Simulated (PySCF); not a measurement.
C₉H₅NS₂, SMILES N#Cc1ccc(-c2cccs2)s1, GFN2-xTB optimised geometry.

```
17

N     -2.25    -4.45     0.00
C     -1.56    -3.54     0.00
C     -0.72    -2.43     0.00
C      0.66    -2.43     0.00
C      1.20    -1.14     0.00
C      0.25    -0.15     0.00
C      0.45     1.27     0.00
C     -0.50     2.26     0.00
C      0.06     3.55     0.00
C      1.42     3.53     0.00
S      2.06     1.94     0.00
S     -1.36    -0.81     0.00
H      1.24    -3.33     0.00
H      2.25    -0.93     0.00
H     -1.55     2.06     0.00
H     -0.52     4.45     0.00
H      2.10     4.36     0.00
```

Density from PySCF with PBE0/def2-SVP at that geometry.

Minimum of the electron density along straight lines between bonded atoms, close to the bond critical point (lines longer than 1.1 times the sum of covalent radii, or with two minima, are not listed):

| bond | length / Å | ρ at the minimum / e bohr⁻³ | ∇²ρ there / e bohr⁻⁵ | position (fraction from the first atom) |
|---|---|---|---|---|
| N1–C2 | 1.148 | 0.473 | 0.43 | 0.66 |
| C2–C3 | 1.394 | 0.295 | -0.77 | 0.53 |
| C3–C4 | 1.375 | 0.313 | -0.77 | 0.51 |
| C4–C5 | 1.397 | 0.304 | -0.76 | 0.50 |
| C5–C6 | 1.377 | 0.314 | -0.78 | 0.48 |
| C6–C7 | 1.427 | 0.287 | -0.71 | 0.50 |
| C7–C8 | 1.372 | 0.316 | -0.79 | 0.52 |
| C8–C9 | 1.406 | 0.299 | -0.74 | 0.50 |
| C9–C10 | 1.360 | 0.322 | -0.82 | 0.49 |
| C7–S11 | 1.742 | 0.207 | -0.43 | 0.47 |
| C10–S11 | 1.716 | 0.217 | -0.47 | 0.47 |
| C3–S12 | 1.740 | 0.208 | -0.43 | 0.47 |
| C6–S12 | 1.737 | 0.210 | -0.44 | 0.47 |
| C4–H13 | 1.075 | 0.286 | -1.13 | 0.64 |
| C5–H14 | 1.075 | 0.284 | -1.10 | 0.64 |
| C8–H15 | 1.076 | 0.284 | -1.09 | 0.63 |
| C9–H16 | 1.075 | 0.285 | -1.10 | 0.64 |
| C10–H17 | 1.072 | 0.286 | -1.13 | 0.65 |
